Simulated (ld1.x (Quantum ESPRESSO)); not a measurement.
**antimony: one change to a PAW potential, before and after**

| Item | Value |
| --- | --- |
| Element | antimony |
| Generator | ld1.x (Quantum ESPRESSO) 7.5 |
| Type | PAW |
| Functional | PBE |
| Relativity | scalar-relativistic |
| Frozen core | [Kr] |
| Valence charge | 15 |
| Reference configuration | 4d10 5s1.75 5p3.25 |
| Partial waves | 5s (bound): rcut 1.55, rcutus 1.75 bohr; 5s channel at 0.35 Ry: rcut 1.55, rcutus 1.75 bohr; 5p (bound): rcut 1.80, rcutus 2.05 bohr; 5p channel at 1.3 Ry: rcut 1.80, rcutus 2.05 bohr; 4d (bound): rcut 1.45, rcutus 1.60 bohr; 4d channel at -1.55 Ry: rcut 1.45, rcutus 1.60 bohr |
| Local potential | all-electron potential smoothed inside 1.70 bohr (lloc = -1) |
| Core correction | a·sin(br)/r model core inside 1.60 bohr |
| Augmentation charge | BESSEL, radius 1.35 bohr |

Change: core [Ar] 3d10 4s2, valence charge 21; reference 4p6 4d10 5s2 5p3; waves now 5s (bound): rcut 1.70, rcutus 2.05 bohr; 5s channel at 0.35 Ry: rcut 1.70, rcutus 2.05 bohr; 4p (bound): rcut 1.10, rcutus 1.30 bohr; 5p (bound): rcut 1.10, rcutus 1.30 bohr; 4d (bound): rcut 1.05, rcutus 1.40 bohr; 4d channel at -1.55 Ry: rcut 1.05, rcutus 1.40 bohr; local potential all-electron potential smoothed inside 1.00 bohr (lloc = -2); core correction a·sin(br)/r model core, default radius (ld1.x builds one for every PAW set, though the input has nlcc=.false.); augmentation BESSEL, radius 0.85 bohr.

Cutoffs: the cutoffs (Ry, on a coarse ladder) from which the occupation-weighted sum of valence levels, in a spherical-Bessel basis at the reference potential, stays within 10 and 1 mRy of its value at 400 Ry; they do not see the model core or the augmentation charge, which bear on the density cutoff. Errors are all-electron minus pseudo energies relative to the spin-unpolarised reference configuration.

**Question.** What does the change do?

**Answer.** The potential gets harder (55 Ry and 100 Ry → 80 Ry and 140 Ry); both files keep a bound ghost (s). The added semicore shells are compact, so their waves need more plane waves. Several settings change at once here, so the effects cannot be laid on one of them.

```csv
quantity,base,changed
"cutoff, loose",55 Ry,80 Ry
"cutoff, tight",100 Ry,140 Ry
loose cutoff by channel (10 mRy a level),"s 15 Ry, p 6 Ry, d 40 Ry","s 15 Ry, p 70 Ry, d 50 Ry"
bound ghosts,s,s
"largest error over its own tests, meV",-119,-35
s: phases at 2.25 bohr within 0.05 rad from the reference energy up to (Ry; the scan ends near 5),n/a,to the end of the scan
p: phases at 2.25 bohr within 0.05 rad from the reference energy up to (Ry; the scan ends near 5),4.1,to the end of the scan
d: phases at 2.25 bohr within 0.05 rad from the reference energy up to (Ry; the scan ends near 5),to the end of the scan,to the end of the scan
lowest overlap eigenvalue by channel,"s 0.53, p 0.51, d 0.93","s 0.24, p 0.06, d 0.96"
```

 A true bound ghost makes a file unfit for plane-wave use even where its test errors are small: the radial tests pick states by their node count and pass the ghost by.
